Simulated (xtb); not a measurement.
CH₂Cl₆Si₂, charge -1, doublet, geometry from GFN2-xTB (a state made from the parent by changing its charge; the spin is typed, not shown lowest); GFN2-xTB (xtb 6.7.1).

Here is a job for xtb.
```
$ xtb mol.xyz --gfn 2 --chrg -1 --uhf 1 --json

# file mol.xyz
11

Cl     3.08799008    -0.39677225    -1.26569421
Si     1.47398113     0.29321702    -0.19461162
Cl     2.17933231     0.66766398     1.66884890
Cl     0.97661910     2.06905610    -1.02181231
C      0.10544345    -0.99510331    -0.21573527
Si    -1.63560367    -0.25343323     0.20330251
Cl    -2.05187644     0.25737694    -1.98728099
Cl    -1.20310332    -0.20377725     2.43948372
Cl    -2.91612256    -1.88424425     0.27626352
H      0.33616261    -1.78103735     0.50587682
H      0.05562643    -1.46347131    -1.19988467
```

Question: What does xtb print? Leave out banner, timings and long lists.

Answer: 
```
   ID    Z sym.   atoms
    1   17 Cl     1, 3, 4, 7-9
    2   14 Si     2, 6
    3    6 C      5
    4    1 H      10, 11

           -------------------------------------------------
          |                Calculation Setup                |
           -------------------------------------------------

           -------------------------------------------------
          |                 G F N 2 - x T B                 |
           -------------------------------------------------

          ...................................................
          :                      SETUP                      :
          :.................................................:
          :  # basis functions                  86          :
          :  # atomic orbitals                  78          :
          :  # shells                           28          :
          :  # electrons                        57          :
          :  max. iterations                   250          :
          :  Hamiltonian                  GFN2-xTB          :
          :  restarted?                      false          :
          :  GBSA solvation                  false          :
          :  PC potential                    false          :
          :  electronic temp.          300.0000000     K    :
          :  accuracy                    1.0000000          :
          :  -> integral cutoff          0.2500000E+02      :
          :  -> integral neglect         0.1000000E-07      :
          :  -> SCF convergence          0.1000000E-05 Eh   :
          :  -> wf. convergence          0.1000000E-03 e    :
          :  Broyden damping             0.4000000          :
          :  net charge                         -1          :
          :  unpaired electrons                  1          :
          ...................................................

 iter      E             dE          RMSdq      gap      omega  full diag
   1    -34.1674397 -0.341674E+02  0.756E+00    3.35       0.0  T
   2    -34.3689105 -0.201471E+00  0.409E+00    2.25       1.0  T
   3    -34.4154057 -0.464952E-01  0.253E+00    3.08       1.0  T
   4    -34.4206349 -0.522922E-02  0.171E+00    1.80       1.0  T
   5    -34.4409071 -0.202722E-01  0.903E-01    2.23       1.0  T
   6    -34.4397331  0.117400E-02  0.622E-01    2.38       1.0  T
   7    -34.4424565 -0.272335E-02  0.334E-01    2.42       1.0  T
   8    -34.4431123 -0.655838E-03  0.191E-01    2.40       1.0  T
[...]
         :: total energy             -34.363226184893 Eh    ::
[...]
     7  17 Cl       0.775    -0.487   115.088    16.410
     8  17 Cl       0.778    -0.483   114.983    16.403
     9  17 Cl       0.819    -0.327   109.584    16.014
    10   1 H        0.924     0.042     2.417     2.431
    11   1 H        0.924     0.044     2.401     2.423

 Mol. C6AA /au·bohr⁶  :       8487.685051
 Mol. C8AA /au·bohr⁸  :     388173.607909
 Mol. α(0) /au        :        152.413642

Wiberg/Mayer (AO) data.
largest (>0.10) Wiberg bond orders for each atom

 ---------------------------------------------------------------------------
     #   Z sym  total        # sym  WBO       # sym  WBO       # sym  WBO
 ---------------------------------------------------------------------------
     1  17 Cl   1.166 --     2 Si   1.004
     2  14 Si   4.153 --     4 Cl   1.087     3 Cl   1.066     1 Cl   1.004
                             5 C    0.930
     3  17 Cl   1.226 --     2 Si   1.066
     4  17 Cl   1.245 --     2 Si   1.087
     5   6 C    3.970 --    11 H    0.976    10 H    0.974     2 Si   0.930
                             6 Si   0.794
     6  14 Si   3.142 --     9 Cl   0.938     5 C    0.794     8 Cl   0.704
                             7 Cl   0.698
     7  17 Cl   0.833 --     6 Si   0.698
     8  17 Cl   0.839 --     6 Si   0.704
     9  17 Cl   1.082 --     6 Si   0.938
    10   1 H    0.998 --     5 C    0.974
    11   1 H    0.998 --     5 C    0.976
 ---------------------------------------------------------------------------

Topologies differ in total number of bonds
Writing topology from bond orders to xtbtopo.mol

molecular dipole:
                 x           y           z       tot (Debye)
 q only:        1.983       0.431      -0.225
   full:        1.892       0.104      -0.197       4.842
molecular quadrupole (traceless):
                xx          xy          yy          xz          yz          zz
 q only:       -9.041      -8.648      14.759      -1.096       3.510      -5.717
  q+dip:      -13.445      -8.524      18.162       0.103       3.601      -4.717
   full:      -12.765      -8.138      16.896       0.016       3.347      -4.131

           -------------------------------------------------
          | TOTAL ENERGY              -34.363226184893 Eh   |
          | GRADIENT NORM               0.000050302733 Eh/α |
          | HOMO-LUMO GAP               2.415928123023 eV   |
           -------------------------------------------------

normal termination of xtb
```
